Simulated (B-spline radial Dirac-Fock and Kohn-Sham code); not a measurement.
**Compton profile of Ta⁷⁺**

System: tantalum as Ta⁷⁺ in the configuration [Kr] 4d10 4f13 5s2 5p5.

The computed values come from a B-spline atomic structure program: the impulse approximation on Dirac-Fock densities. pz is in atomic units of momentum; subshell profiles are per electron, for a selection of subshells; open shells are spread over both j values by their weights.

```tsv
pz	J total	J 2s1/2	J 4s1/2	J 5p1/2	J 5p3/2
0	6.144	0.0367	0.170	0.265	0.281
0.2	6.116	0.0367	0.169	0.265	0.281
0.3	6.080	0.0367	0.168	0.264	0.280
0.4	6.030	0.0367	0.166	0.264	0.279
0.5	5.965	0.0367	0.164	0.262	0.277
0.6	5.885	0.0366	0.161	0.259	0.273
0.8	5.683	0.0366	0.154	0.247	0.258
1	5.433	0.0365	0.146	0.228	0.234
1.2	5.155	0.0364	0.137	0.202	0.203
1.4	4.869	0.0363	0.126	0.171	0.167
1.6	4.596	0.0362	0.116	0.138	0.130
1.8	4.350	0.0361	0.105	0.107	0.0972
2	4.136	0.0359	0.0936	0.0799	0.0697
2.5	3.729	0.0355	0.0680	0.0345	0.0284
3	3.418	0.0349	0.0473	0.0170	0.0157
4	2.802	0.0336	0.0233	0.0131	0.0138
5	2.186	0.0320	0.0166	0.0106	0.00967
7	1.327	0.0280	0.0153	0.00283	0.00213
10	0.7584	0.0214	0.00644	0.00104	0.00110
15	0.3736	0.0113	0.00151	0.000500	0.000389
20	0.2048	0.00504	0.00127	0.000104	8.45e-05
30	0.07708	0.00115	0.000216	5.70e-05	6.05e-05
40	0.03542	0.000902	4.97e-05	3.43e-05	2.93e-05
60	0.01103	0.000662	3.91e-05	7.24e-06	4.63e-06
100	0.002142	0.000163	9.72e-06	< 1e-6	< 1e-6
```

J(0) = 6.144. The 5p3/2 subshell gives the largest part, 15 %.

Mean momentum ⟨p⟩ by subshell (a.u.): 1s1/2 75.5, 2s1/2 27.0, 2p1/2 35.6, 2p3/2 31.6, 3s1/2 13.6, 3p1/2 16.2, 3p3/2 15.0, 3d3/2 18.1, 3d5/2 17.7, 4s1/2 6.93, 4p1/2 7.76, 4p3/2 7.25, 4d3/2 7.94, 4d5/2 7.77, 4f5/2 7.69, 4f7/2 7.60, 5s1/2 2.91, 5p1/2 3.11, 5p3/2 2.91.
